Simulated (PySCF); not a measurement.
## Molecular orbitals of SnSe⁺

PBE0 at R = 2.513 Å; Sn aug-cc-pVDZ-PP with ECP28, Se aug-cc-pVDZ-PP with ECP10; scalar-relativistic core potentials (PySCF 2.14). State: ²Π (doublet), unpaired electrons π ↑. Only the outer orbitals are listed, counted within each symmetry, core potentials removing the inner ones.

```tsv
spin	orbital	occ.	ε (eV)	on Sn (%)	main shells (%)
α	7σ	1	-25.54	3	95 Se s
α	8σ	1	-18.59	78	77 Sn s, 14 Se p
α	5π	1	-14.17	8	91 Se p
α	9σ	1	-13.53	43	56 Se p, 27 Sn p, 15 Sn s
α	5π	1	-13.12	12	86 Se p, 11 Sn p
α	6π	0	-8.78	91	91 Sn p
α	6π	0	-8.48	87	87 Sn p, 12 Se p
α	10σ	0	-5.87	80	75 Sn p, 24 Se p
β	7σ	1	-24.38	7	91 Se s
β	8σ	1	-18.43	79	78 Sn s, 12 Se p, 9 Se s
β	9σ	1	-13.27	44	55 Se p, 32 Sn p, 12 Sn s
β	5π	1	-12.69	18	81 Se p, 16 Sn p
β	5π	0	-10.52	32	67 Se p, 30 Sn p
β	6π	0	-8.47	82	82 Sn p, 17 Se p
β	6π	0	-8.18	69	68 Sn p, 31 Se p
```

Q: Which are the highest filled and the lowest empty level, where do they sit, and how wide is the gap?

A: Highest filled β 5π at -12.69 eV (in %: 81 Se p, 16 Sn p); lowest empty β 5π at -10.52 eV (in %: 67 Se p, 30 Sn p); the gap at PBE0 is 2.17 eV. Both belong to one degenerate shell, split only by its one-sided filling, so this is no excitation gap.

The bond order (Mayer) is 1.43, the ⟨S²⟩ is 0.758 and the charge on Sn (Mulliken, basis-dependent) is 1.07. The charge on Sn (Löwdin, basis-dependent) is 0.91, the dipole moment (positive dipole points towards Se; it is taken about the centre of mass and depends on that origin) is -2.67 D and the polarisability along the bond is 86.7 bohr³. The polarisability across the bond is 42.5 bohr³.

Spin–orbit coupling is left out. The state is the lowest determinant that a PBE0 search found; another state may lie lower at other levels.
